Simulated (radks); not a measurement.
W XXVII, 48 electrons, occupied as [Kr] 4d10 4f1 5d1 (not the ground configuration).

Method: Dirac Kohn-Sham, PBEsol, spin-unpolarised, spherical densities, point nucleus; open shells fill j = l - 1/2 first; computed with a radial shooting solver on a logarithmic mesh with Libxc functionals.

Energy parts (hartree):
part                       energy
total                 -15848.7527
kinetic                17901.5929
electron-nucleus      -38021.3157
Hartree                 4556.1301
exchange-correlation    -285.1601

Orbitals (lengths in bohr, moments of r in powers of bohr; <r^-3> diverges for s and p1/2):
| orbital | occ. | eigenvalue (hartree) | <r^-3> | <r> |
|---|---|---|---|---|
| 1s1/2 | 2 | -2581.294 | - | 0.01835 |
| 2s1/2 | 2 | -471.8232 | - | 0.07698 |
| 2p1/2 | 2 | -452.5132 | - | 0.06369 |
| 2p3/2 | 4 | -402.8687 | 16300 | 0.07166 |
| 3s1/2 | 2 | -133.6361 | - | 0.2001 |
| 3p1/2 | 2 | -125.0874 | - | 0.1901 |
| 3p3/2 | 4 | -114.2896 | 3714 | 0.2046 |
| 3d3/2 | 4 | -99.92827 | 639.5 | 0.1791 |
| 3d5/2 | 6 | -97.58679 | 544.4 | 0.1836 |
| 4s1/2 | 2 | -50.61678 | - | 0.4267 |
| 4p1/2 | 2 | -47.01018 | - | 0.4269 |
| 4p3/2 | 4 | -44.07323 | 1026 | 0.4524 |
| 4d3/2 | 4 | -38.14331 | 166.6 | 0.4499 |
| 4d5/2 | 6 | -37.54628 | 140.4 | 0.4573 |
| 4f5/2 | 1 | -30.26377 | 33.14 | 0.4383 |
| 4f7/2 | 0 | -30.11500 | 31.99 | 0.4415 |
| 5d3/2 | 1 | -20.47336 | 58.94 | 0.8764 |
| 5d5/2 | 0 | -20.26193 | 49.91 | 0.8863 |

The highest occupied level is 5d3/2 at -557.11 eV. The configuration is held as typed, so some empty levels lie below it. Summed over all electrons, <r^2> = 6.006 bohr^2, which gives a Langevin (diamagnetic) susceptibility term of -4.76 x 10^-6 cm^3/mol.
